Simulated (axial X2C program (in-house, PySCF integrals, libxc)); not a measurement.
**A run on CaN that gave no curve**

A calculation with an in-house all-electron X2C program for linear molecules (integrals from PySCF) was to scan the bond of CaN, spin-free and two-component.

Input:
```json
{"zs": [20, 7], "q": 0, "bas": ["dyall-cv3z", "dyall-av3z"], "levels": ["PBE0", "HF", "BLYP"], "cc": true, "r0": 2.07, "thr": -2.0, "nmax": 90, "npts": 10, "nst": 2, "ntry": 6}
```
```bash
python so2c.py task.json out
```

Keys: zs atomic numbers; q charge; bas basis sets; levels methods; cc coupled cluster on or off; r0 starting distance in Å; thr threshold in hartree for freezing inner shells (an s shell follows its p shell); nmax most natural virtual spinors; npts points on the curve; nst determinants followed; ntry starts of the search. HF also brings MP2.

Outcome:

The PBE0 distance search ended without bracketing a minimum (the end of its range of 0.55 to 2.1 times the start, unconverged steps or the time limit), so no curve was computed. This does not show that the molecule is unbound.
